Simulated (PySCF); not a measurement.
Electron correlation in As²⁺ (arsenic, charge +2)

[Ar] 3d10 4s2 4p1, 2P determinant. All numbers are calculated (PySCF 2.14, the spin-free X2C one-electron Hamiltonian (Gaussian nucleus), in cc-pVTZ-DK). Frozen: [Ar] 3d10; 3 electrons correlated.

MP2 pair energies summed by pair of shells (mhartree):

```tsv
pair	energy	share (%)
4s-4s	-22.16	55.5
4s-4p	-17.74	44.5
```

Total MP2 correlation energy: -39.90 mhartree.

Same-spin part -2.63 and opposite-spin part -37.26 mhartree; SCS-MP2 scales them by 1/3 and 6/5 to -45.59 mhartree.

| level | correlation energy (mhartree) |
| --- | --- |
| CCSD | -54.02 |
| (T) | -0.71 |
| CCSD(T) | -54.73 |

Diagnostics: T1 = 0.0085, D1 = 0.0197, largest double amplitude 0.096.

Cost of the coupled-cluster step: 0.52 s of wall time on 1 thread of Neoverse-N1 (shared host), for 3 correlated electrons.

Iterations:

```
CC2 = 0
CCSD nocc = (np.int64(2), np.int64(1)), nmo = (29, 29)
frozen orbitals [[0, 1, 2, 3, 4, 5, 6, 7, 8, 9, 10, 11, 12, 13], [0, 1, 2, 3, 4, 5, 6, 7, 8, 9, 10, 11, 12, 13]]
max_cycle = 100
direct = 0
conv_tol = 1e-08
conv_tol_normt = 1e-06
diis_space = 8
diis_start_cycle = 0
Init t2, MP2 energy = -0.0398957250195346
Init E_corr(UCCSD) = -0.0398957250215762
cycle = 1  E_corr(UCCSD) = -0.049277489869232  dE = -0.00938176485  norm(t1,t2) = 0.0428513
cycle = 2  E_corr(UCCSD) = -0.0521862397370035  dE = -0.00290874987  norm(t1,t2) = 0.0169086
cycle = 3  E_corr(UCCSD) = -0.0540292896507489  dE = -0.00184304991  norm(t1,t2) = 0.00730502
cycle = 4  E_corr(UCCSD) = -0.0540136372257223  dE = 1.5652425e-05  norm(t1,t2) = 0.000753426
cycle = 5  E_corr(UCCSD) = -0.0540213162167967  dE = -7.67899107e-06  norm(t1,t2) = 7.77208e-05
cycle = 6  E_corr(UCCSD) = -0.0540196367644762  dE = 1.67945232e-06  norm(t1,t2) = 1.09527e-05
cycle = 7  E_corr(UCCSD) = -0.0540202937082242  dE = -6.56943748e-07  norm(t1,t2) = 2.52039e-06
cycle = 8  E_corr(UCCSD) = -0.0540201085632711  dE = 1.85144953e-07  norm(t1,t2) = 6.70121e-07
cycle = 9  E_corr(UCCSD) = -0.0540201265140011  dE = -1.79507299e-08  norm(t1,t2) = 9.45669e-08
cycle = 10  E_corr(UCCSD) = -0.0540201288431017  dE = -2.32910062e-09  norm(t1,t2) = 1.7627e-08
UCCSD converged
E(UCCSD) = -2258.061781998249  E_corr = -0.05402012884310168
UCCSD(T) correction = -0.000708894668515335
```
